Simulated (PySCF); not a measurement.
# Computed spin Hamiltonian

C4H3F4O2 (doublet state).
Cartesian coordinates in Å at the GFN2-xTB level; atoms count from 1:
```
atom  x, y, z in Å
C1    -2.1086    0.0126    0.6613
O2    -0.7347   -0.0038    0.3044
C3    -0.3257    0.7539   -0.7144
F4    -1.1789    1.7259   -1.0722
C5     0.6944    0.4686   -1.5351
O6     1.7666   -0.3024   -1.3132
C7     2.1829   -0.5792   -0.0648
F8     2.0877    0.4523    0.7755
F9     1.5033   -1.5895    0.4894
F10    3.4568   -0.9476   -0.1058
H11   -2.1949   -0.6616    1.5101
H12   -2.7262   -0.3484   -0.1647
H13   -2.4272    1.0196    0.9402
```

The hyperfine couplings belong to this conformer and change with its torsions.

The species is `CO/C(F)=[C]\OC(F)(F)F` [radical].

The calculation used UKS B3LYP, pcH-1 on C F H O, non-relativistic, mean-field spin-orbit, GIAO (PySCF 2.14.0). One conformer (not necessarily the lowest) at the GFN2-xTB geometry, without solvent, vibrations or thermal averaging. Couplings are sensitive to structure, and on GFN2-xTB geometries they can be far from those on DFT ones. The frame is twisted about the C3–C5 bond at this geometry (dihedral O2–C3–C5–O6 = -25°); couplings at other torsion angles weren't computed. Stability of the SCF solution: not tested.

```
g1, g2, g3                      : 2.00249, 2.00315, 2.00413
g_iso                           : 2.00326
Form of g                       : rhombic: the two nearest values differ by 40 % of g3 − g1
⟨S²⟩                            : 0.7533 (exact 0.7500)
α and β electrons               : 40, 39
HOMO–LUMO gap, α and β orbitals : 6.62, 3.35 eV
Basis functions                 : 280
```

Hyperfine couplings atom by atom, in MHz; T1 to T3 are the principal values of the dipolar part; ρ(0) is the spin density at the nucleus:

```csv
atom,isotope,a_iso,T1,T2,T3,Mulliken spin population,ρ(0) (bohr⁻³)
C1,13C,-1.6,-0.9,-0.8,1.8,0.00,-0.0015
O2,17O,-27.0,-26.4,12.9,13.6,0.06,0.0445
C3,13C,28.8,-15.7,-10.5,26.1,0.06,0.0257
F4,19F,34.9,-49.7,-35.5,85.2,0.01,0.0083
C5,13C,405.4,-66.7,-59.6,126.3,0.78,0.3606
O6,17O,-75.1,-37.0,17.7,19.3,0.06,0.1238
C7,13C,17.8,-3.2,-2.2,5.3,0.01,0.0159
F8,19F,-3.3,-4.4,-0.6,5.0,0.00,-0.0008
F9,19F,36.0,-22.9,-20.6,43.5,0.01,0.0085
F10,19F,-4.6,-3.7,-1.2,4.9,0.00,-0.0011
H11,1H,2.9,-1.5,-1.1,2.6,0.00,0.0006
H12,1H,8.1,-1.8,-1.5,3.4,0.00,0.0018
H13,1H,4.9,-1.6,-1.0,2.6,0.00,0.0011
```

The Mulliken spin populations are largest on C5 (+0.78), O6 (+0.06) and O2 (+0.06). C5 is the only atom above +0.15.

Under fast tumbling the dipolar parts average out, and these isotropic splittings remain: 1 × 19F (F4, I = 1/2, 2 lines) with 1.25 mT, 3 × 19F (F8/F9/F10, I = 1/2, 4 lines) with 0.33 mT and 3 × 1H (H11/H12/H13, I = 1/2, 4 lines) with 0.19 mT.

Means are taken over nuclei equivalent by connectivity, which assumes that they swap fast. The three 19F nuclei of mean +9.4 MHz run from -4.6 to 36.0 MHz in the frozen geometry. The three 1H nuclei of mean +5.3 MHz run from 2.9 to 8.1 MHz in the frozen geometry.

The 13C coupling of C5 (405.4 MHz) shows only in satellite lines or after enrichment, since that isotope makes up about 1.07 % of natural carbon.

The 17O coupling of O6 (-75.1 MHz) shows only in satellite lines or after enrichment, since that isotope makes up about 0.038 % of natural oxygen.

Examples of negative spin density at the nucleus (bohr⁻³): C1 (-0.0015).
